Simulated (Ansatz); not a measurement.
`O[SiH2][SiH2][SeH]` + `SB(Cl)Cl` → `ClB(Cl)[SeH]` + `O[SiH2][SiH2]S`  (redistribution)

Gas-phase electronic energies from Ansatz, PBE0-D4/def2-TZVP geometries. CCSD(T)/CBS adds triple-zeta CCSD(T) − MP2 to the extrapolated MP2 energy (def2 sets, frozen cores). DFT in def2-TZVPP. B3LYP here is the variant with VWN-RPA as its local correlation; programs differ in this. For Se outer-core shells are correlated without core-valence functions, which leaves a few kJ/mol of doubt a bond. Scalar relativity is left out up to krypton. Each species was taken in one conformer, which may not be the lowest.

`O[SiH2][SiH2][SeH]`:

Z-matrix (Å, degrees):
```
Si
Si 1 2.344
O 1 1.649 2 106.7
H 1 1.492 2 108.1 3 -120.7
H 1 1.484 2 114.0 3 118.5
Se 2 2.303 1 103.9 3 39.4
H 2 1.487 1 115.7 3 161.3
H 2 1.486 1 113.2 3 -71.6
H 3 0.963 1 114.6 2 -31.9
H 6 1.470 2 93.2 1 62.1
```

`SB(Cl)Cl`:

Cartesian coordinates in Å:
```
S 0.389 0.514 1.260
B -0.381 -0.195 -0.189
Cl -2.028 -0.753 -0.037
Cl 0.446 -0.343 -1.720
H 1.574 0.776 0.685
```

`ClB(Cl)[SeH]`:

```xyz
5

Cl   -0.195   -0.983   -1.533
B     0.169   -0.487    0.099
Cl    0.845   -1.638    1.224
Se   -0.141    1.303    0.740
H    -0.678    1.804   -0.531
```

`O[SiH2][SiH2]S`:

Cartesian coordinates in Å:
```
O -1.929 -0.179 -0.711
Si -0.829 0.979 -0.298
Si 0.852 -0.104 0.926
S 1.141 -1.979 -0.108
H -1.561 -1.059 -0.838
H -1.552 2.033 0.457
H -0.205 1.605 -1.500
H 0.401 -0.526 2.277
H 2.131 0.644 1.051
H 1.552 -1.414 -1.257
```

```tsv
level	ΔE (kJ/mol)	difference from CCSD(T)/CBS
PBE-D4	16.0	1.6
r2SCAN-D4	15.9	1.5
PBE0-D4	16.8	2.4
B3LYP-D4	16.2	1.8
B2PLYP	15.2	0.8
PBE	15.8	1.4
PBE0	16.7	2.3
B3LYP	15.9	1.5
HF/def2-TZVPP	17.4	3.0
MP2/def2-TZVPP	13.8	-0.6
SCS-MP2/def2-TZVPP	13.8	-0.6
CCSD/def2-TZVPP	14.5	0.1
CCSD(T)/def2-TZVPP	14.3	-0.1
HF/def2-QZVPP	17.1	2.7
HF/CBS(def2)	17.0	2.6
MP2/CBS(def2)	13.9	-0.5
CCSD(T)/CBS	14.4	0
```

Largest T1 diagnostic among the species: 0.012.

In def2-TZVPP, CCSD(T) changes the Hartree–Fock value by −3.1 kJ/mol (the triples alone add −0.2 kJ/mol) and MP2 by −3.6 kJ/mol.
